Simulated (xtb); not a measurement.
C$_{2}$H$_{6}$AlF (SMILES [CH3][Al]([CH3])[F]), singlet, at a GFN2-xTB geometry (such geometries of metal compounds can be far from the true shape), atoms displaced at random by about 0.02 Å a coordinate. Base run: GFN1-xTB in xtb.

The xtb input:
```
$ xtb mol.xyz --gfn 1 --opt --json

# file mol.xyz
10

Al    -0.02019657    -0.03031307    -0.04250954
C      1.84404780    -0.14245541    -0.75756996
H      2.22641559    -1.16039710    -0.66578060
H      2.50566413     0.51899735    -0.22092388
H      1.86507958     0.13746410    -1.74634478
C     -0.75684973    -0.52612090     1.77101443
H     -1.54055870    -1.27617241     1.70836584
H     -1.17310998     0.29708488     2.28872259
H      0.01018379    -0.98099799     2.41061778
F     -1.13832223     0.66474516    -1.02900446
```

Each row names what was changed in the base input (with any setting that the change needs).

```
change              ΔE vs base (µEh)  optimiser steps
------------------  ----------------  ---------------
base                             0.0                8
opt level = lax                  7.5                6
opt level = loose               23.6                5
alpb = dmso                        ?                8
alpb = ether                       ?                8
opt level = tight               -0.6                9
opt level = sloppy              61.2                4
engine = inertial               40.2                -
engine = lbfgs                  -0.1                -
opt level = vtight              -0.8               11
```

Q: Fill in the missing entries.

A: 
- alpb = dmso, ΔE vs base (µEh): -8087
- alpb = ether, ΔE vs base (µEh): -7056
